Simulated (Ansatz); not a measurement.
Consider the substitution at a C–N bond: `CN[SiH](N)F` + `[NH2][AlH][NH2]` → `C[NH][AlH][NH2]` + `N[SiH](N)F`.

Isolated molecules relaxed with PBE0-D4/def2-TZVP in Ansatz; ΔE leaves out vibrations. CCSD(T)/CBS adds triple-zeta CCSD(T) − MP2 to the extrapolated MP2 energy (def2 sets, frozen cores). This one scheme is used for every species. DFT in def2-TZVPP. Each species was taken in one conformer, which may not be the lowest.

```
             level  ΔE (kJ/mol)
        r2SCAN0-D4          3.5
          BHLYP-D4          3.8
      CAM-B3LYP-D4          4.0
CCSD(T)/def2-TZVPP          3.6
```

Q: What does CCSD(T)/CBS give? (An estimate is asked.)

A: Ansatz gave: +4.1 kJ/mol. The listed levels differ from it by -0.6, -0.3, -0.1, -0.5 kJ/mol.

Largest T1 diagnostic among the species: 0.010.

Leaving LDA and LC-ωPBE aside and taking each functional with its dispersion term where it has one, the values, not all of them listed here, spread over 1.3 kJ/mol, from revPBE-D4 to ωB97M-V.
